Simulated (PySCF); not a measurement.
## Shapes and spin states of MnCl3

Level of theory: PBE in PySCF with Mn def2-SVP, Cl def2-SVP; no relativity; density-fitted integrals.

Relaxations began from a few typed shapes and spin states; open shells are unrestricted. The search is not exhaustive: other isomers or separated fragments can lie lower, and high-lying points may rest on an excited occupation.

```tsv
spin	group	bonds	angles	imaginary modes (cm⁻¹)	ΔE (kJ/mol)	ΔE with ZPE (kJ/mol)
quintet	C2v	Mn–Cl 2.133 Å, Mn–Cl 2.153 Å (×2)	Cl–Mn–Cl 109.8° (×2), Cl–Mn–Cl 140.4°	none	0.0	0.0
broken-symmetry Ms = 1 (⟨S²⟩ 2.83)	Cs	Mn–Cl 2.105 Å, Mn–Cl 2.119 Å (×2)	Cl–Mn–Cl 111.8°, Cl–Mn–Cl 118.3°, Cl–Mn–Cl 129.9°	none	107.1	107.1
broken-symmetry Ms = 1 (⟨S²⟩ 2.95)	C2v	Mn–Cl 2.114 Å, Mn–Cl 2.134 Å (×2)	Cl–Mn–Cl 108.8° (×2), Cl–Mn–Cl 142.5°	none	117.1	117.6
```

The lowest minimum found is the quintet C2v: Mn–Cl 2.133 Å, Mn–Cl 2.153 Å (×2); Cl–Mn–Cl 109.8° (×2), Cl–Mn–Cl 140.4°.

Formally Mn is in oxidation state +3, d4, with 4 unpaired electrons (the high-spin count). The Mulliken spin on Mn is 3.92. The polar-tensor charge on Mn, 1.23, is far below the formal one.

For the lowest minimum: open d and f shells are described by one determinant, and the ground state may have another occupation or spin.

The electron or spin density has lower symmetry than the nuclear frame for the broken-symmetry Ms = 1 (⟨S²⟩ 2.95) C2v at 117.1 kJ/mol.
